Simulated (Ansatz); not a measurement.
Calculated with Ansatz (gas phase, PBE0-D4/def2-TZVP geometries, no zero-point term in ΔE). CCSD(T)/CBS is the MP2 limit (def2-TZVPP, def2-QZVPP) plus CCSD(T) − MP2 in def2-TZVPP, frozen cores. This one scheme is used for every species. Functionals use def2-TZVPP. Elements past krypton have def2 core potentials. For W outer-core shells are correlated without core-valence functions, which leaves a few kJ/mol of doubt a bond.

Consider the ligand exchange at a W–Cl bond: `[S]=[W](=[S])([Cl])[Cl]` + H–F → `[F][W](=[S])(=[S])[Cl]` + HCl.

CCSD(T)/CBS gives +18.1 kJ/mol.

Q: Another level gave +5.7 kJ/mol. Which?
A. BHLYP/def2-TZVPP
B. PBE-QIDH/def2-TZVPP
C. LDA (SPW92)/def2-TZVPP
D. ωB97X-V/def2-TZVPP

A: C. LDA (SPW92) 5.7, ωB97X-V -3.9, PBE-QIDH 21.6, BHLYP 0.2 kJ/mol.

Largest T1 diagnostic among the species: 0.022, so the coupled-cluster value is less sure than usual.

From PBE to PBE0 (25 % exact exchange), in def2-TZVPP and without D4, ΔE moves by +6.5 kJ/mol. At CCSD(T), def2-SVP lies −14.8 kJ/mol from the extrapolated value and def2-TZVPP −4.4 kJ/mol. Leaving LDA and LC-ωPBE aside and taking each functional with its dispersion term where it has one, the values, not all of them listed here, spread over 25.6 kJ/mol, from CAM-B3LYP-D4 to PBE-QIDH. LDA lies +5.1 kJ/mol from PBE without D4.
